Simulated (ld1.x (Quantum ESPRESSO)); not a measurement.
Plane-wave convergence, TM potential for Sn (Z = 50)

Sn (Z = 50), norm-conserving Troullier–Martins (Kleinman–Bylander form), made with ld1.x (Quantum ESPRESSO) 7.5 (LDA (PZ), scalar-relativistic). Core [Kr] 4d10, reference 5s2 5p1 (charge +1). Waves: 5p (bound): rc 2.35 bohr; 5s (bound): rc 1.85 bohr. Local part: the s channel. Core correction: a·sin(br)/r model core inside 1.80 bohr.

The pseudo-atom Hamiltonian at the reference potential is diagonalised in spherical Bessel functions j_l(qr) that vanish at 20 bohr, with q² up to the cutoff. All-electron valence levels (Ry): 5p -0.7736, 5s -1.3349.

Problem. How do the lowest levels (Ry) of each channel move with the cutoff, and are there ghosts?

Solution.

```
cutoff (Ry)     p #1     s #1     s #2     d #1     d #2     f #1    f #2  Σ f·Δε (mRy)
          8  -0.7640  -1.3157  -0.3084  -0.2900  -0.0897  -0.0585  0.0337          48.0
         12  -0.7721  -1.3250  -0.3111  -0.2912  -0.0900  -0.0585  0.0337          21.2
         18  -0.7732  -1.3285  -0.3115  -0.2934  -0.0905  -0.0585  0.0336          13.1
         30  -0.7736  -1.3342  -0.3126  -0.2939  -0.0906  -0.0585  0.0336           1.3
         40  -0.7736  -1.3344  -0.3127  -0.2940  -0.0907  -0.0585  0.0336           0.9
         50  -0.7736  -1.3348  -0.3127  -0.2940  -0.0907  -0.0585  0.0336           0.2
        400  -0.7736  -1.3349  -0.3127  -0.2940  -0.0907  -0.0585  0.0336           0.0
```

Result: ghost state, extra bound levels that the all-electron valence spectrum of the same l lacks: d at -4.0 eV (a true bound ghost makes a file unfit for plane-wave use); 10 mRy is reached at 21 Ry and 1 mRy at 40 Ry.
